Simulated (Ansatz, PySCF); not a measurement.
Species: sum formula SiOF2, net charge 0, singlet state. 
Structure (B3LYP-D3(BJ)/def2-TZVP (Ansatz, an electronic-structure program) minimum search):
```xyz
4

Si     0.1224    -0.0385    -0.0248
O      1.5315    -0.4819    -0.3108
F     -0.6987    -0.2461     1.2977
F     -0.8530     0.7344    -0.9829
```
Charge 0, spin multiplicity 1.

Quantity: atomisation energy (electronic, to ground-state atoms), in kcal/mol. Valence correlation only, unless marked. UHF or UKS for open shells. No spin-orbit coupling. Non-relativistic. The coupled-cluster limit lacks core correlation, which all-electron functionals hold. CBS marks a two-point X^-3 extrapolation of the correlation energy; Hartree-Fock from the larger set.

```json
[
 {"level": "BP86-D3(BJ)/def2-TZVPD", "program": "PySCF + dftd3", "atomisation energy (kcal/mol)": "?"},
 {"level": "BHLYP/def2-TZVPD", "program": "Ansatz", "atomisation energy (kcal/mol)": "386.6"},
 {"level": "M06-2X/def2-TZVPD", "program": "PySCF", "atomisation energy (kcal/mol)": "423.0"},
 {"level": "CCSD/aug-cc-pV(D+d)Z", "program": "Ansatz", "atomisation energy (kcal/mol)": "372.6"},
 {"level": "CCSD/cc-pwCVTZ", "program": "Ansatz", "atomisation energy (kcal/mol)": "?"},
 {"level": "CCSD/cc-pV(Q+d)Z", "program": "Ansatz", "atomisation energy (kcal/mol)": "407.9"},
 {"level": "CCSD(T)/CBS(cc-pV(T+d)Z,cc-pV(Q+d)Z)", "program": "Ansatz", "atomisation energy (kcal/mol)": "?"}
]
```

Task: Fill in the missing entries.

Result: 
- BP86-D3(BJ)/def2-TZVPD, atomisation energy (kcal/mol): 430.9
- CCSD/cc-pwCVTZ, atomisation energy (kcal/mol): 399.1
- CCSD(T)/CBS(cc-pV(T+d)Z,cc-pV(Q+d)Z), atomisation energy (kcal/mol): 425.7
